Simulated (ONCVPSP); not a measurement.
Configuration tests for Al (Z = 13) (ONCV)

aluminium, optimised norm-conserving Vanderbilt (ONCV), made with ONCVPSP 4.0.1 (PBE, scalar-relativistic). Core [Ne], reference 3s2 3p1. Waves: 3s: rc 1.75 bohr, ncon 3, nbas 7, qcut 4.5 1/bohr, 2 projectors, debl 3.5 Ha; 3p: rc 1.90 bohr, ncon 4, nbas 9, qcut 3.5 1/bohr, 2 projectors, debl 3.9 Ha; d scattering state at 0.32 Ha: rc 2.00 bohr, ncon 4, nbas 9, qcut 5 1/bohr, 1 projector. Local part: polynomial inside 1.45 bohr (lpopt 5, dvloc0 0 Ha). Core correction: Teter function, fcfact 2.25, rcfact 1.55.

Energies are relative to the spin-unpolarised reference configuration 3s2 3p1; without spin polarisation the order of configurations can differ from experiment.

Task: Give the all-electron excitation energy and the error of the potential for: 3s2 3p0; 3s1 3p0; 3s2 3p0.5; 3s1 3p1.

Result:

```csv
valence configuration,charge,ΔE all-electron (eV),error AE − PS (meV)
3s2 3p0,+1,5.761,-0.9
3s1 3p0,+2,24.987,-21
3s2 3p0.5,+0.5,2.086,0.0
3s1 3p1,+1,11.571,-4.4
```
